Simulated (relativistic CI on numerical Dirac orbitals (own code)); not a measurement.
Au³⁺: L2,3 absorption edge

Computed with this model: Dirac-Coulomb-Breit CI, orbitals from a KLI potential per configuration, model QED (radiative potential, 1s self-energy scaled to tabulated hydrogen-like ionisation energies), valence Slater integrals scaled by 0.8, multiplet model of core-to-valence dipole absorption; configurations [Xe] 4f14 5d8 → [He] 2s2 2p5 3s2 3p6 3d10 4s2 4p6 4d10 4f14 5s2 5p6 5d9; 300 K; Lorentzian 5 eV and Gaussian 1 eV FWHM. Energies are those of the free ion, without screening or charge transfer. The branching ratio is the share of the lower-energy edge in the whole absorption, uncertain by about 0.02 where the edges overlap. S is read from ⟨S²⟩ = S(S + 1).

Field parameters in Wybourne normalisation: D3d B²₀ = −7Dσ, B⁴₀ = −14Dq − 21Dτ, B⁴₃ = −14√(10/7) Dq; D4h B²₀ = −7Ds, B⁴₀ = 21(Dq − Dt), B⁴₄ = 21√(5/14) Dq; Oh B⁴₀ = 21Dq, B⁴₄ = √(5/14) B⁴₀. The field is a parameter set, without covalency.

free ion: ground-state S = 0.97, centroid 11952.76 eV, branching ratio 0.980. Peaks (eV, height): 11915.5 (100).

D3d, 10Dq = 43500, Dσ = 720, Dτ = -110 cm⁻¹: ground-state S = 1.00, centroid 12277.42 eV, branching ratio 0.802. Peaks (eV, height): 11918.5 (100), 13735.0 (24).

D4h, 10Dq = 40750, Ds = 1200, Dt = 230 cm⁻¹: ground-state S = 0.99, centroid 12265.00 eV, branching ratio 0.809. Peaks (eV, height): 11918.0 (100), 13734.5 (24).

Oh, 10Dq = 34650 cm⁻¹: ground-state S = 0.99, centroid 12246.95 eV, branching ratio 0.819. Peaks (eV, height): 11918.0 (100), 13734.0 (22).

The statistical ratio of this edge is 2/3 = 0.667. Values above it arise where the holes sit mainly in the j = l + 1/2 valence subshell or the ground state has high spin; values below it where core-valence Coulomb terms move weight to the upper edge, as in nearly empty shells. At deep edges of heavy elements the radial integrals of the two core levels differ, which raises the baseline.

Strongest unbroadened transitions for D4h, 10Dq = 40750, Ds = 1200, Dt = 230 cm⁻¹:

| Energy (eV) | Relative strength |
| --- | --- |
| 11917.74 | 25.2 |
| 11917.77 | 75.8 |
| 11917.78 | 48.9 |
| 11917.81 | 6.0 |
| 11918.02 | 22.2 |
| 11918.46 | 12.6 |
| 11918.47 | 44.6 |
| 11918.50 | 100.0 |
| 11918.65 | 21.9 |
| 11918.85 | 11.7 |
| 11923.59 | 0.0 |
| 11923.62 | 0.1 |
| 13734.08 | 13.9 |
| 13734.09 | 5.0 |
| 13734.16 | 22.8 |
| 13734.80 | 14.1 |
| 13734.84 | 16.6 |
| 13734.90 | 14.5 |
